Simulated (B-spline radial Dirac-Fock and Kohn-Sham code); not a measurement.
# Width and fluorescence yield of the M4 (3d3/2) hole, Sm to Hf

Method: independent-particle rates on relativistic LDA orbitals of the hole state (multipoles up to L = 3, Coulomb Auger matrix elements, transition energies from Dirac-Fock). Computed with an atomic code on a B-spline grid. Free neutral atoms. Recommended widths: Campbell and Papp (2001); yields: xraylib tables.

```csv
Z,element,Γ (eV),recommended Γ,ω,Coster-Kronig yield
62,Sm,1.13,0.860,0.00427,0.191
63,Eu,?,?,?,?
64,Gd,1.02,0.950,0.00711,0.009
65,Tb,1.57,1.01,0.00605,0.317
66,Dy,1.76,1.06,0.00660,0.351
67,Ho,1.95,1.13,0.00715,0.380
68,Er,2.15,1.20,0.00772,0.404
69,Tm,2.37,1.27,0.00827,0.426
70,Yb,2.59,1.35,0.00889,0.440
71,Lu,2.54,1.43,0.0103,0.397
72,Hf,2.37,1.52,0.0125,0.319
```

Task: What does the model give for Eu?

Result: Γ = 1.26 eV, ω = 0.00489, Coster-Kronig yield 0.236; the recommended width is 0.900 eV.
